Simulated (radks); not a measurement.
Ionisation ladder of ytterbium, from Yb LXVII to Yb LXX. Each ion is in the ground configuration listed by NIST, and IE = E(next ion) - E(this ion), with E = 0 for the bare nucleus. Calculated with a radial shooting solver on a logarithmic mesh with Libxc functionals: scalar-relativistic Kohn-Sham, BLYP, spin-polarised, spherical densities, finite nucleus; open shells are filled with parallel spins first (spin-orbit coupling, left out, can overturn this in heavy ions); Fermi nuclear charge, rms radius 5.3108 fm.

species    configuration  E (hartree)  IE, Delta-SCF (eV)  -e(HOMO) (eV)   HOMO  <r> HOMO (bohr)  IE, NIST (eV)    kind  error (eV)
Yb LXVII        [He] 2s2   -6487.4367             17091.2        16975.0     2s           0.0797          17050  theory       +41.2
Yb LXVIII       [He] 2s1   -5859.3479             17403.4        17284.1  2s up           0.0793        17365.4  theory       +37.9
Yb LXIX             [He]   -5219.7861               70358          69875     1s           0.0196        70123.0  theory      +234.6
Yb LXX               1s1   -2634.1914               71680          71192  1s up           0.0194        71574.6  theory      +105.4

Reference values: NIST Atomic Spectra Database (exp. = measured, semi-emp. = semi-empirical, theory = theoretical value adopted there). The ionisation energy per charge of the ion left behind rises most, in proportion, at Yb LXIX ([He]), from 255.93 to 1019.7 eV.
